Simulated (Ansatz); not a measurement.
`CO[SiH2][Se]C` + PH₃ → `CO[SiH2]P` + `C[SeH]`  (ligand exchange at the Si–Se bond)

Isolated molecules relaxed with PBE0-D4/def2-TZVP in Ansatz; ΔE leaves out vibrations. CBS: MP2 limit from def2 TZ/QZ plus the TZ coupled-cluster correction, frozen cores. This one scheme is used for every species. DFT in def2-TZVPP. B3LYP here is the variant with VWN-RPA as its local correlation; programs differ in this. For Se outer-core shells are correlated without core-valence functions, which leaves a few kJ/mol of doubt a bond. Scalar relativity is left out up to krypton. Each species was taken in one conformer, which may not be the lowest.

```csv
level,ΔE (kJ/mol),difference from CCSD(T)/CBS
r2SCAN-D4,47.6,-3.7
PBE0-D4,46.2,-5.1
B3LYP-D4,49.3,-2.0
ωB97X-V,47.4,-3.9
B2PLYP,48.2,-3.1
PBE0,43.3,-8.0
SCS-MP2/def2-TZVPP,52.3,1.0
HF/def2-QZVPP,47.5,-3.8
MP2/def2-QZVPP,55.2,3.9
MP2/CBS(def2),56.1,4.8
CCSD(T)/CBS,51.3,0
```

Largest T1 diagnostic among the species: 0.013.

The D4 term adds +4.9 kJ/mol with B3LYP and +3.0 kJ/mol with PBE0; it sums over pairs of atoms, weighted by their polarisabilities, and B3LYP, whose exchange is more repulsive, gets the larger term.
